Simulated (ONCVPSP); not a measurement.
## Before and after: ONCV potential for Rh (Z = 45)

Rh (Z = 45), optimised norm-conserving Vanderbilt (ONCV), made with ONCVPSP 4.0.1 (PBE, fully relativistic). Core [Ar] 3d10, reference 4s2 4p6 4d8 5s1. Waves: 4s+5s: rc 1.55 bohr, ncon 4, nbas 8, qcut 6 1/bohr, 2 projectors; 4p: rc 1.70 bohr, ncon 4, nbas 9, qcut 7.4 1/bohr, 1 projector; 4d: rc 1.60 bohr, ncon 3, nbas 7, qcut 10.2 1/bohr, 2 projectors, debl 3.9 Ha. Local part: polynomial inside 1.25 bohr (lpopt 5, dvloc0 4 Ha). Core correction: none.

Open shells are filled in proportion to 2j + 1.

Change: all radii scaled by about 0.76 (s 1.18, p 1.30, d 1.22 bohr); local potential polynomial inside 0.96 bohr (lpopt 5, dvloc0 4 Ha).

Cutoffs: the cutoffs (Ha) at which the residual kinetic energy of the hardest occupied pseudo-wave falls to 1 and 0.1 mHa per electron; they do not see the model core or the augmentation charge, which bear on the density cutoff. Errors are all-electron minus pseudo energies relative to the spin-unpolarised reference configuration.

How do hardness, ghosts and transferability respond?

The potential gets harder (28 Ha and 62 Ha → 115 Ha and 135 Ha); the bound ghost in p disappears; of the 4 tests that both files solve, the error grows in 0 and shrinks in 3 by more than 15 % and 0.3 meV (median size 2.2 → 0.6 meV). A smaller radius makes the pseudo-wave follow the all-electron one further in, where it bends more sharply, so more plane waves are needed. Less of the atom is replaced, so other configurations are described better.

```tsv
quantity	base	changed
cutoff, loose	28 Ha	115 Ha
cutoff, tight	62 Ha	135 Ha
loose cutoff by channel	s 17 Ha, p 17 Ha, d 28 Ha	s 115 Ha, p 25 Ha, d 30 Ha
bound ghosts	p3/2	none
GHOST(+) flags under 300 eV	s at 271.9 eV	s at 245.2 eV
error for 4s2 4p6 4d8 5s0, meV [ΔE 7.46 eV]	-0.5	+0.1
error for 4s2 4p6 4d7 5s0, meV [ΔE 26.97 eV]	-3.9	+1.2
error for 4s2 4p6 4d6 5s0, meV [ΔE 59.47 eV]	-32	+5.7
error for 4s2 4p6 4d8 5s0.5, meV [ΔE 2.92 eV]	-0.1	+0.1
```

 A true bound ghost makes a file unfit for plane-wave use even where its test errors are small: the radial tests pick states by their node count and pass the ghost by.
